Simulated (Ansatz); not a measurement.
MCl3 with several metals: LC-ωPBE/def2-TZVP single points in Ansatz on relaxed structures, gas phase. Core potentials for Ce, Dy, Er, Gd, Y, no spin–orbit coupling. HOMO and LUMO are taken over both spins. With an open 4f shell the SCF may have ended above the lowest state. Singlets are spin-restricted. The structures are stationary points that may keep the symmetry of their start.

| species | atoms | state | geometry | HOMO (eV) | LUMO (eV) | gap (eV) | point group (within 0.1 Å) |
| --- | --- | --- | --- | --- | --- | --- | --- |
| CrCl3 | 4 | quartet | B3LYP-D4/def2-SVP | -11.63 | -2.92 | 8.71 | – |
| FeCl3 | 4 | sextet | r2SCAN-D4/def2-SVP | -11.83 | -3.16 | 8.67 | D3h |
| ScCl3 | 4 | singlet | B3LYP-D4/def2-SVP | -12.04 | -1.11 | 10.93 | D3h |
| VCl3 | 4 | triplet | r2SCAN-D4/def2-SVP | -10.98 | -2.00 | 8.98 | C2v |
| YCl3 | 4 | singlet | PBE-D4/def2-SVP | -11.92 | -0.85 | 11.07 | D3h |
| CeCl3 | 4 | doublet | r2SCAN-D4/def2-SVP | -11.09 | -0.73 | 10.36 | C3v |
| GdCl3 | 4 | octet | PBE-D4/def2-SVP | -11.70 | -1.05 | 10.65 | C3v |
| DyCl3 | 4 | sextet | PBE0-D4/def2-SVP | -11.90 | -2.34 | 9.56 | – |
| ErCl3 | 4 | quartet | r2SCAN-D4/def2-SVP | -11.93 | -2.75 | 9.18 | D3h |

The gap (eV) runs from 8.67 (FeCl3) to 11.07 (YCl3).
